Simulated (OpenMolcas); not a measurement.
# As2+: CASPT2 settings compared

```
Program             : OpenMolcas
Basis               : ANO-R1 [5s4p3d1f]
Scalar Hamiltonian  : X2C, finite nucleus
Active space        : 3 electrons in 8 orbitals (4s 4p 5s 5p)
State averaging     : 2S+1 = 4 odd, 1 root; 2S+1 = 2 odd, 11 roots; 2S+1 = 4 even, 3 roots; 2S+1 = 2 even, 7 roots
Spin-orbit coupling : RASSI with atomic mean-field integrals over the reference wave functions, term energies averaged over their components
```

Methods on the same reference wave functions:
A. CASSCF
B. SS-CASPT2, IPEA 0 Eh, sigma1 regulariser 0.25 Eh (closed shells correlated: none)
C. SS-CASPT2, IPEA 0.2 Eh, no level shift (closed shells correlated: 3s 3p 3d)
D. SS-CASPT2, IPEA 0 Eh, sigma1 regulariser 0.25 Eh (closed shells correlated: 3s 3p 3d)

Energies in cm-1 above 4s2 4p 2P* 1/2, the measured ground level; measured values from Moore, Atomic Energy Levels, vol. II, NSRDS-NBS 35 (1971 reprint of NBS Circular 467, 1952).

```csv
Level,A,B,C,D,Measured
4s2 4p 2P* 1/2,0.0,0.0,0.0,0.0,0.0
4s2 4p 2P* 3/2,2733,2730,2730,2730,2940
4s 4p2 4P 1/2,58148,60510,61840,61920,
4s 4p2 4P 3/2,59226,61590,62920,63000,
4s 4p2 4P 5/2,60851,63190,64520,64600,
4s 4p2 2D 3/2,92669,85450,85750,85390,85309
4s 4p2 2D 5/2,92979,85780,86080,85720,85630
```

Deviations, from unrounded energies. A percentage is the sum of absolute deviations over the sum of measured energies, with the sign that they share, or ± where signs differ.

```json
{"Against measurement": "mean absolute deviation (cm-1)", "Levels": "3", "A": "5000", "B": "160", "C": "370", "D": "130"}
{"Against measurement": "fine structure of the ground term (%)", "Levels": "1", "A": "-7.0", "B": "-7.1", "C": "-7.1", "D": "-7.1"}
{"Against measurement": "other configurations (%)", "Levels": "2", "A": "+8.6", "B": "+0.2", "C": "+0.5", "D": "+0.1"}
```

D lies closest to measurement on these levels and A furthest from it. The largest miss of D in the table is 4s2 4p 2P* 3/2, by -210 cm-1. The ranking rests on the paired levels alone, and a cruder setting can come out closer through cancelling errors.

Among B to D the level of the table that moves most is 4s 4p2 4P 3/2, by 1400 cm-1 (lowest in B, highest in D). Moves below CASPT2's spread within the term are not significant.

The lowest spin-free term lies below A's lowest term by 0.021 hartree in B, 0.457 hartree in C, 0.458 hartree in D.

CASPT2 does not keep the components of a term degenerate, so their means are used; among the terms shown or strongly mixed into the levels shown the widest spread is 52 cm-1 (4s 4p2 2D, C). Over all roots computed the reference weight is 0.90 to 1.00 in B, 0.87 to 0.97 in C, 0.87 to 0.97 in D; the roots of lowest weight are the least certain, and an intruder state may touch them. The run also gave levels led by 4s2 5p, 4s2 5s, which use shells meant for correlation; these and all levels above them are left out. Terms of s pⁿ other than that of highest spin mix with s² pⁿ⁻² d, which this space lacks; all of them can be thousands of cm-1 off, and some have no real level of that name. Measured partners are found by configuration, term and J. A level has none where our copy of the source lacks it or the pairing is in doubt (some pairs that miss far off the trend of their configuration count as doubtful), and it then counts in no deviation. Only configurations of the active space appear. Levels that lie high or do not pair safely by name in every column are left out.

* marks odd parity.
